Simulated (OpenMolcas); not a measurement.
Ni2+: effect of the metal basis

Ni2+ with its 6 nearest fluoride ions at 2.005 Å, on the Li site of LiF (a = 4.028 Å, distance in the model lattice 2.014 Å). The rest of the host is ab initio model potentials to 7.6 Å and point charges beyond; the distance is set by hand and nothing relaxes, and no local charge compensation is placed.

```json
{
  "Program": "OpenMolcas",
  "Method": "CASSCF",
  "Spin-orbit coupling": "RASSI with atomic mean-field integrals over the reference wave functions"
}
```

Fixed: ligand basis ANO-RCC-VDZP, active space 8 electrons in 5 orbitals (3d), DKH2 Hamiltonian.

States (labels of O, the rotations of Oh). Energies in cm-1 above the lowest state or level, χT in cm3 K/mol; 10Dq and B are least-squares fits to the states below 45000 cm-1, weighted by degeneracy, with a free offset, and given where the rms deviation is under 5 % of |10Dq| (or 100 cm-1) and under 700 cm-1.

| Run | Metal basis | Ground state | First state of that spin | 10Dq | B (rms of fit) | First gap with spin-orbit (degeneracies) | χT at 300 K | First state of another spin | Cost |
| --- | --- | --- | --- | --- | --- | --- | --- | --- | --- |
| A | ANO-RCC-VDZP | 3A2 | 3T2 8101 | 7975 | 1259 (68) | 7830 (3, 2) | 1.374 | 1E 18518 | roughly 12 core-seconds |
| B | ANO-RCC-VTZP | 3A2 | 3T2 7747 | 7545 | 1279 (93) | 7484 (3, 2) | 1.387 | 1E 18894 | roughly 15 core-seconds |

Against A, |10Dq| changes by -5.4 % in B.

Costs are those of the RASSCF and RASSI steps.

Without dynamic correlation the repulsion within the d shell is too large (B by tens of per cent), so at a given field states of lower spin stand too high. Ligand-to-metal charge-transfer states are missing. With no ligand orbital active B as a rule stays too high, so bands that hang on it stand too high and its fall with covalency is understated. With metal d orbitals alone and no dynamic correlation 10Dq can be off by a tenth to a fifth, either way, in oxide and fluoride hosts. No measured value stands beside these numbers; the geometry was set by hand and not optimised.
